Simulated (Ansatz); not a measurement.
Isolated molecules relaxed with PBE0-D4/def2-TZVP in Ansatz; ΔE leaves out vibrations. CCSD(T)/CBS adds triple-zeta CCSD(T) − MP2 to the extrapolated MP2 energy (def2 sets, frozen cores). For Br, Ge outer-core shells are correlated without core-valence functions, which leaves a few kJ/mol of doubt a bond. Scalar relativity is left out up to krypton. Each species was taken in one conformer, which may not be the lowest.

`[SiH3][AlH][Br]` + `[GeH3][SiH2][GeH2][SiH2][GeH3]` → `[SiH3][GeH2][SiH2][GeH2][SiH2][GeH3]` + `[AlH2][Br]`  (formal exchange of groups at the Si–Al bond)

```csv
species,CCSD(T)/CBS(def2) energy (Eh)
`[SiH3][AlH][Br]`,-3106.86630
`[GeH3][SiH2][GeH2][SiH2][GeH3]`,-6813.71487
`[SiH3][GeH2][SiH2][GeH2][SiH2][GeH3]`,-7104.00499
`[AlH2][Br]`,-2816.58301
```

Work out ΔE.

ΔE = (-7104.00499) + (-2816.58301) − (-3106.86630) − (-6813.71487) = -0.00683 Eh = -4.3 kcal/mol.

Largest T1 diagnostic among the species: 0.013.

The D4 term adds −2.6 kcal/mol with B3LYP and −1.6 kcal/mol with PBE0; it sums over pairs of atoms, weighted by their polarisabilities, and B3LYP, whose exchange is more repulsive, gets the larger term. At CCSD(T), def2-SVP lies +0.9 kcal/mol from the extrapolated value and def2-TZVPP +0.4 kcal/mol. In def2-TZVPP, CCSD(T) changes the Hartree–Fock value by −2.1 kcal/mol (the triples alone add −0.3 kcal/mol) and MP2 by −3.6 kcal/mol.

B3LYP here is the variant with VWN-RPA as its local correlation; programs differ in this.
